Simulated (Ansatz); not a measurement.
One change: `C[Se]B(O)O` becomes `OB(O)O[SiH3]`.

Ansatz, PBE0-D4/def2-TZVP geometries, multiplicity 1. Each molecule was computed in one conformer, which needn't be the lowest.

Scalar relativity is left out up to krypton. Spin–orbit coupling is left out; it splits and shifts lone-pair levels of the heavy atoms by tenths of an eV.

| property | `C[Se]B(O)O` |
| --- | --- |
| LUMO energy (B3LYP/def2-TZVPP) / eV | -0.12 |
| HOMO energy (PBE0/def2-TZVPP) / eV | -6.58 |
| HOMO–LUMO gap (PBE0/def2-TZVPP) / eV | 6.76 |
| HOMO energy (PBE/def2-TZVPP) / eV | -5.42 |
| HOMO energy (ωB97M-V/def2-TZVPP) / eV | -8.73 |
| size of the dipole moment (PBE/def2-TZVPP) / D | 0.62 |

Problem. Give the same properties after the change, and the shifts. (Best estimate.)

Solution. Computed: 
| property | `OB(O)O[SiH3]` | shift |
| --- | --- | --- |
| LUMO energy (B3LYP/def2-TZVPP) / eV | -0.14 | -0.02 |
| HOMO energy (PBE0/def2-TZVPP) / eV | -8.95 | -2.37 |
| HOMO–LUMO gap (PBE0/def2-TZVPP) / eV | 9.09 | 2.33 |
| HOMO energy (PBE/def2-TZVPP) / eV | -7.46 | -2.04 |
| HOMO energy (ωB97M-V/def2-TZVPP) / eV | -11.26 | -2.53 |
| size of the dipole moment (PBE/def2-TZVPP) / D | 0.81 | 0.19 |

Dipoles are sizes alone; their direction can turn.

B3LYP here is the variant with VWN-RPA as its local correlation; programs differ in this.
